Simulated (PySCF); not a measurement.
Numbering as in the mapped SMILES `[cH:1]1[cH:2][c:3](-[c:4]2[cH:5][cH:6][s:7][cH:8]2)[cH:9][cH:10][n:11]1`. Hydrogens are named by the atom that carries them.

Geometry: PBE0-D3(BJ)/def2-SVP; GIAO absolute shieldings from PySCF 2.14, gas phase, non-relativistic, averaged over equivalent atoms.

At PBE0/pcSseg-1 (229 basis functions):
```json
{"atoms": "C1/C10", "σ (ppm)": "27.9"}
{"atoms": "C3", "σ (ppm)": "37.6"}
{"atoms": "C4", "σ (ppm)": "38.6"}
{"atoms": "C6", "σ (ppm)": "49.8"}
{"atoms": "C5", "σ (ppm)": "53.4"}
{"atoms": "C8", "σ (ppm)": "53.8"}
{"atoms": "C2/C9", "σ (ppm)": "59.0"}
{"atoms": "S7", "σ (ppm)": "265.1"}
{"atoms": "N11", "σ (ppm)": "-92.6"}
{"atoms": "H(C1)/H(C10)", "σ (ppm)": "22.45"}
{"atoms": "H(C5)", "σ (ppm)": "23.78"}
{"atoms": "H(C8)", "σ (ppm)": "23.80"}
{"atoms": "H(C2)/H(C9)", "σ (ppm)": "23.91"}
{"atoms": "H(C6)", "σ (ppm)": "23.98"}
```

Problem. What do these become at wB97X-D/pcSseg-2?

Solution. 
```json
{"atoms": "C1/C10", "σ at wB97X-D/pcSseg-2": "21.3", "change": "-6.6"}
{"atoms": "C3", "σ at wB97X-D/pcSseg-2": "28.4", "change": "-9.2"}
{"atoms": "C4", "σ at wB97X-D/pcSseg-2": "31.5", "change": "-7.1"}
{"atoms": "C6", "σ at wB97X-D/pcSseg-2": "42.9", "change": "-6.9"}
{"atoms": "C5", "σ at wB97X-D/pcSseg-2": "47.7", "change": "-5.7"}
{"atoms": "C8", "σ at wB97X-D/pcSseg-2": "46.8", "change": "-7.0"}
{"atoms": "C2/C9", "σ at wB97X-D/pcSseg-2": "53.7", "change": "-5.3"}
{"atoms": "S7", "σ at wB97X-D/pcSseg-2": "245.0", "change": "-20.1"}
{"atoms": "N11", "σ at wB97X-D/pcSseg-2": "-98.6", "change": "-6.0"}
{"atoms": "H(C1)/H(C10)", "σ at wB97X-D/pcSseg-2": "22.44", "change": "-0.01"}
{"atoms": "H(C5)", "σ at wB97X-D/pcSseg-2": "23.67", "change": "-0.11"}
{"atoms": "H(C8)", "σ at wB97X-D/pcSseg-2": "23.51", "change": "-0.29"}
{"atoms": "H(C2)/H(C9)", "σ at wB97X-D/pcSseg-2": "23.70", "change": "-0.21"}
{"atoms": "H(C6)", "σ at wB97X-D/pcSseg-2": "23.79", "change": "-0.19"}
```

The largest change is at S7 (aromatic ring sulfur). Cost: 501 basis functions. The order of the carbon signals changes between the two levels.
